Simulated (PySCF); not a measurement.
# Atomic charges by several schemes

Species: C₇H₁₃OPS.
Atom-mapped SMILES: `[OH:1][CH2:2][CH2:3][CH2:4][P@@:5]1(=[S:6])[CH:7]=[CH:8][CH2:9][CH2:10]1` (hydrogens: H11 on O1; H12, H13 on C2; H14, H15 on C3; H16, H17 on C4; H18 on C7; H19 on C8; H20, H21 on C9; H22, H23 on C10)

Cartesian coordinates in Å at the GFN2-xTB level; atoms count from 1:
```xyz
23
C7H13OPS angstrom
O      1.641    1.646   -0.353
C      2.490    0.664   -0.887
C      2.280   -0.673   -0.180
C      0.803   -1.032   -0.181
P     -0.216    0.152    0.836
S      0.612    0.774    2.484
C     -1.128    1.289   -0.251
C     -2.333    0.825   -0.552
C     -2.724   -0.513   -0.004
C     -1.762   -0.834    1.139
H      1.910    1.837    0.558
H      2.216    0.579   -1.943
H      3.541    0.973   -0.821
H      2.617   -0.586    0.858
H      2.865   -1.450   -0.672
H      0.662   -2.011    0.284
H      0.399   -1.056   -1.196
H     -0.712    2.227   -0.571
H     -3.031    1.352   -1.185
H     -2.649   -1.260   -0.801
H     -3.763   -0.506    0.336
H     -1.560   -1.900    1.250
H     -2.165   -0.471    2.089
```

Density: PBE0/pcSseg-1 (PySCF); schemes: Mulliken, IAO, Hirshfeld and ESP-fitted. One conformer (not necessarily the lowest) at the GFN2-xTB geometry, without solvent, vibrations or thermal averaging.

Task: At which atom do the 4 schemes differ most?

Result: At P5: from +0.265 (ESP-fitted) to +1.073 e (IAO), 0.808 e apart.

Task: Do the Mulliken, IAO, Hirshfeld and ESP-fitted schemes agree on where the charge is highest?

Result: The schemes don't all agree: Mulliken P5 (+0.409); IAO P5 (+1.073); Hirshfeld P5 (+0.341); ESP-fitted H11 (+0.379).

Task: Which atoms carry the lowest charge in the Mulliken, IAO, Hirshfeld and ESP-fitted schemes?

Result: The schemes don't all agree: Mulliken O1 (-0.469); IAO S6 (-0.634); Hirshfeld S6 (-0.325); ESP-fitted O1 (-0.540).

Task: Tabulate the Mulliken, IAO, Hirshfeld and ESP-fitted charges.

Result: In e:

```tsv
atom	environment	Mulliken	IAO	Hirshfeld	ESP-fitted
O1	alcohol oxygen	-0.469	-0.554	-0.186	-0.540
C2	carbinol carbon (C–OH)	+0.084	-0.049	+0.003	+0.074
C3	chain CH2 carbon	-0.264	-0.275	-0.082	-0.088
C4	sp3 carbon bound to phosphorus	-0.347	-0.468	-0.108	-0.265
P5	phosphorus bonded to 3 C and S	+0.409	+1.073	+0.341	+0.265
S6	sulfur bonded to P	-0.392	-0.634	-0.325	-0.405
C7	alkene CH carbon	-0.241	-0.389	-0.102	-0.272
C8	alkene CH carbon	-0.103	-0.119	-0.024	-0.023
C9	allylic carbon	-0.173	-0.269	-0.068	+0.044
C10	sp3 carbon bound to phosphorus	-0.398	-0.480	-0.114	-0.309
H11	hydroxyl hydrogen	+0.247	+0.348	+0.133	+0.379
H12	methylene hydrogen	+0.112	+0.140	+0.041	+0.088
H13	methylene hydrogen	+0.112	+0.127	+0.041	+0.049
H14	methylene hydrogen	+0.143	+0.148	+0.028	+0.067
H15	methylene hydrogen	+0.125	+0.143	+0.046	+0.046
H16	methylene hydrogen	+0.165	+0.156	+0.048	+0.141
H17	methylene hydrogen	+0.149	+0.149	+0.042	+0.151
H18	vinylic hydrogen	+0.128	+0.181	+0.049	+0.182
H19	vinylic hydrogen	+0.108	+0.156	+0.056	+0.086
H20	methylene hydrogen	+0.142	+0.148	+0.045	+0.034
H21	methylene hydrogen	+0.143	+0.151	+0.049	+0.048
H22	methylene hydrogen	+0.149	+0.150	+0.045	+0.115
H23	methylene hydrogen	+0.173	+0.167	+0.043	+0.133
```

Mean size of the charges over all atoms: IAO 0.282 e, Mulliken 0.208 e, ESP-fitted 0.165 e, Hirshfeld 0.088 e. Each set sums to the total charge, 0, to within 0.001 e. The IAO scheme counts the electrons in orthogonalised intrinsic atomic orbitals, a minimal basis polarised so that it spans the occupied orbitals exactly.

Task: How closely do the schemes follow one another over all atoms?

Result: Correlation coefficient and root-mean-square difference: IAO with Hirshfeld 0.97, 0.246 e; Mulliken with IAO 0.94, 0.161 e; Mulliken with ESP-fitted 0.92, 0.091 e; Mulliken with Hirshfeld 0.91, 0.136 e; Hirshfeld with ESP-fitted 0.86, 0.126 e; IAO with ESP-fitted 0.86, 0.209 e.

Task: Sum the charges by element, for elements with more than one atom.

Result: 
```
element  atoms  Mulliken     IAO  Hirshfeld  ESP-fitted
      C      7    -1.443  -2.050     -0.495      -0.838
      H     13    +1.895  +2.165     +0.665      +1.519
```
